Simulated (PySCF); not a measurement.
H₂Si, charge +1, doublet, at a GFN2-xTB geometry (a state made from the parent by changing its charge; the spin is typed, not shown lowest), with bond 3-1 at 2.0 times its length.

The PySCF input:
```python
from pyscf import gto, scf, dft

mol = gto.M(
    atom='''
Si   -0.001454    0.073868    0.004323
H    -1.335763   -0.546367    0.017598
H     2.713689   -1.049434   -0.160564
''',
    basis='def2-svp',
    charge=1,
    spin=1,
    verbose=4,
)

mf = dft.UKS(mol)
mf.xc = 'blyp'
mf.kernel()
mf.analyze()
```

**Question.** What does this run give for the nuclear repulsion energy, number of basis functions, HOMO energy, total energy?

**Answer.** 
| Quantity | Value |
|---|---|
| nuclear repulsion energy | 7.6816 Eh |
| number of basis functions | 28 |
| HOMO energy | -12.72 eV |
| total energy | -290.1076 Eh |

These values belong to the state on which the SCF converged, which isn't shown to be the lowest.
